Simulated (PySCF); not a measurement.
## How methods differ on the excitation energy of Si

Si [Ne] 3s2 3p2 (3P) → Si [Ne] 3s1 3p2 4s1 (5P), as a difference of total energies. Calculation: PySCF 2.14, in aug-cc-pCVTZ-DK with one added diffuse shell each of s, p, d, f type (9s8p6d4f, 91 functions); the spin-free X2C one-electron Hamiltonian (Gaussian nucleus). Correlated levels: valence: [Ne] frozen; valence and next inner shell: 1s2 frozen; nothing frozen. The calculations carry no spin-orbit coupling.

| method | excitation energy (eV) |
| --- | --- |
| UHF | 8.460 |
| LDA | 10.094 |
| PBE | 10.008 |
| PBE0 | 9.932 |
| r2SCAN | 9.713 |
| BP86 | 10.045 |
| MN15 | 10.111 |
| wB97X | 10.207 |
| TPSSh | 10.071 |
| MP2 (valence) | 9.606 |
| SCS-MP2 (valence) | 9.953 |
| MP2 (valence and next inner shell) | 9.769 |
| SCS-MP2 (valence and next inner shell) | 10.074 |
| MP2 (all electrons) | 9.766 |
| SCS-MP2 (all electrons) | 10.072 |

Q: How much does correlation contribute at MP2 (all electrons)?

A: 9.766 − (8.460) = 1.306 eV, measured against UHF.

The upper state lies above the first ionisation limit, but in LS coupling its spin forbids autoionisation to the ground ion. A Rydberg-like electron needs more diffuse functions than a valence basis has.

The promoted electron is Rydberg-like, and one or two diffuse shells describe it only roughly, which tends to raise the upper state.
